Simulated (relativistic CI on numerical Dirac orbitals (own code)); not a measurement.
Eu⁴⁺: computed level list

Computed by Dirac-Coulomb-Breit CI, orbitals from a KLI potential per configuration, a model potential for QED, valence Slater integrals scaled by 0.85, P86 correlation energy added to each configuration (own radial code, finite nucleus).

Configurations in the expansion (outside the closed core [Kr] 4d10 5p6): 4f⁵5s², 4f⁴5s²5d, 4f⁴5s²6s, 4f⁴5s²6p, 4f⁴5s²7s, 4f⁷, 4f³5s²6s². Levels of other configurations are missing.

The lowest level is 4f⁵5s² ⁶H°5/2, with 95 % of that term; Hund's rules for 4f⁵5s² give ⁶H° with J = 5/2, in agreement.

| No. | Configuration | Term | J | E (cm⁻¹) | % | Landé g | jj configuration (%) |
| --- | --- | --- | --- | --- | --- | --- | --- |
| 1 | 4f⁵5s² | ⁶H° | 5/2 | 0.0 | 95 | 0.299 | 4f5/2^3 4f7/2^2 (33) |
| 2 | 4f⁵5s² | ⁶H° | 7/2 | 1300.4 | 97 | 0.829 | 4f5/2^4 4f7/2 (42) |
| 3 | 4f⁵5s² | ⁶H° | 9/2 | 2795.4 | 98 | 1.070 | 4f5/2^3 4f7/2^2 (60) |
| 4 | 4f⁵5s² | ⁶H° | 11/2 | 4412.7 | 98 | 1.199 | 4f5/2^2 4f7/2^3 (49) |
| 5 | 4f⁵5s² | ⁶H° | 13/2 | 6099.1 | 97 | 1.276 | 4f5/2^2 4f7/2^3 (46) |
| 6 | 4f⁵5s² | ⁶F° | 1/2 | 7772.3 | 96 | -0.646 | 4f5/2^3 4f7/2^2 (51) |
| 7 | 4f⁵5s² | ⁶H° | 15/2 | 7808.8 | 94 | 1.325 | 4f5/2^2 4f7/2^3 (39) |
| 8 | 4f⁵5s² | ⁶F° | 3/2 | 8029.5 | 94 | 1.052 | 4f5/2^4 4f7/2 (39) |
| 9 | 4f⁵5s² | ⁶F° | 5/2 | 8602.3 | 92 | 1.298 | 4f5/2^3 4f7/2^2 (50) |
| 10 | 4f⁵5s² | ⁶F° | 7/2 | 9688.3 | 93 | 1.386 | 4f5/2^3 4f7/2^2 (40) |
| 11 | 4f⁵5s² | ⁶F° | 9/2 | 11177.3 | 96 | 1.427 | 4f5/2^2 4f7/2^3 (42) |
| 12 | 4f⁵5s² | ⁶F° | 11/2 | 12914.4 | 97 | 1.449 | 4f5/2^2 4f7/2^3 (44) |
| 13 | 4f⁵5s² | ⁴G° | 5/2 | 19454.8 | 48 | 0.789 | 4f5/2^5 (46) |
| 14 | 4f⁵5s² | ⁴F° | 3/2 | 20283.6 | 95 | 0.429 | 4f5/2^3 4f7/2^2 (51) |
| 15 | 4f⁵5s² | ⁴M° | 15/2 | 21091.8 | 76 | 0.867 | 4f5/2^4 4f7/2 (58) |
| 16 | 4f⁵5s² | ⁴G° | 7/2 | 22041.5 | 58 | 1.075 | 4f5/2^4 4f7/2 (40) |
| 17 | 4f⁵5s² | ⁴I° | 9/2 | 22278.0 | 94 | 0.738 | 4f5/2^3 4f7/2^2 (48) |
| 18 | 4f⁵5s² | ⁴I° | 11/2 | 22773.6 | 67 | 0.912 | 4f5/2^3 4f7/2^2 (39) |
| 19 | 4f⁵5s² | ⁴I° | 13/2 | 23256.2 | 46 | 1.008 | 4f5/2^4 4f7/2 (39) |
| 20 | 4f⁵5s² | ⁴M° | 17/2 | 23282.7 | 86 | 0.981 | 4f5/2^3 4f7/2^2 (79) |
| 21 | 4f⁵5s² | ⁴F° | 5/2 | 24665.0 | 52 | 0.858 | 4f5/2^2 4f7/2^3 (55) |
| 22 | 4f⁵5s² | ⁴I° | 15/2 | 24777.2 | 48 | 1.108 | 4f5/2^3 4f7/2^2 (56) |
| 23 | 4f⁵5s² | ⁴M° | 19/2 | 25106.6 | 91 | 1.070 | 4f5/2^2 4f7/2^3 (62) |
| 24 | 4f⁵5s² | ⁴G° | 9/2 | 25251.3 | 72 | 1.192 | 4f5/2^3 4f7/2^2 (51) |
| 25 | 4f⁵5s² | ⁴M° | 21/2 | 26549.7 | 93 | 1.135 | 4f5/2^2 4f7/2^3 (49) |
| 26 | 4f⁵5s² | ⁴L° | 13/2 | 26913.2 | 62 | 0.912 | 4f5/2^3 4f7/2^2 (49) |
| 27 | 4f⁵5s² | ⁴K° | 11/2 | 27350.0 | 68 | 0.832 | 4f5/2^2 4f7/2^3 (50) |
| 28 | 4f⁵5s² | ⁴D° | 5/2 | 27745.5 | 33 | 1.495 | 4f5/2^3 4f7/2^2 (46) |
| 29 | 4f⁵5s² | ⁴F° | 7/2 | 27864.2 | 57 | 1.147 | 4f5/2 4f7/2^4 (42) |
| 30 | 4f⁵5s² | ⁴L° | 15/2 | 27889.7 | 53 | 1.035 | 4f5/2^3 4f7/2^2 (66) |
| 31 | 4f⁵5s² | ⁴G° | 11/2 | 28646.4 | 79 | 1.240 | 4f5/2^2 4f7/2^3 (49) |
| 32 | 4f⁵5s² | ⁴L° | 17/2 | 29097.5 | 47 | 1.106 | 4f5/2^2 4f7/2^3 (75) |
| 33 | 4f⁵5s² | ⁴D° | 1/2 | 29307.6 | 58 | 0.240 | 4f5/2^4 4f7/2 (62) |
| 34 | 4f⁵5s² | ⁴K° | 13/2 | 29332.7 | 62 | 0.953 | 4f5/2^3 4f7/2^2 (54) |
| 35 | 4f⁵5s² | ⁶P° | 3/2 | 29696.7 | 37 | 1.770 | 4f5/2^3 4f7/2^2 (62) |
| 36 | 4f⁵5s² | ⁴F° | 9/2 | 30558.6 | 65 | 1.249 | 4f5/2 4f7/2^4 (37) |
| 37 | 4f⁵5s² | ⁴D° | 7/2 | 31341.9 | 70 | 1.469 | 4f5/2^2 4f7/2^3 (56) |
| 38 | 4f⁵5s² | ⁴K° | 17/2 | 31477.7 | 37 | 1.100 | 4f5/2^2 4f7/2^3 (42) |
| 39 | 4f⁵5s² | ⁴K° | 15/2 | 31547.8 | 56 | 1.049 | 4f5/2^2 4f7/2^3 (87) |
| 40 | 4f⁵5s² | ⁴H° | 7/2 | 31628.6 | 90 | 0.691 | 4f5/2^3 4f7/2^2 (35) |
| 41 | 4f⁵5s² | ⁴D° | 3/2 | 32047.3 | 53 | 1.638 | 4f5/2^2 4f7/2^3 (53) |
| 42 | 4f⁵5s² | ⁴L° | 19/2 | 32311.3 | 86 | 1.143 | 4f5/2^2 4f7/2^3 (61) |
| 43 | 4f⁵5s² | ⁴H° | 9/2 | 32597.8 | 71 | 1.017 | 4f5/2^2 4f7/2^3 (33) |
| 44 | 4f⁵5s² | ⁶P° | 5/2 | 32795.6 | 55 | 1.617 | 4f5/2^2 4f7/2^3 (39) |
| 45 | 4f⁵5s² | ⁴H° | 11/2 | 32970.6 | 67 | 1.147 | 4f5/2 4f7/2^4 (30) |

Energies count from the lowest computed level; ° marks odd parity. Filled j subshells are mostly left out of the jj labels.

The mean weight of the leading LS term, summed over parents, in these 45 levels is 73 %, and that of the leading jj configuration (from the same eigenvectors) 50 %, so LS coupling describes them better.

At this charge configurations can still be misplaced by up to about 7 % of their energy. Levels and lines within the n = 5 or 6 shells can be off by up to 10 % or somewhat more, and those that change n by about 2 %, since core polarisation is missing.

Landé's interval rule says that E(J) − E(J−1) = AJ with one A. For the ground term the intervals give A = 371.6, 332.2, 294.1, 259.4, 228.0 cm⁻¹ for J = 7/2, 9/2, 11/2, 13/2, 15/2; the multiplet is regular.

LS names give the leading component of a level, which can be under half, so a name can repeat, a term be missing and a line seem to break the LS rules.
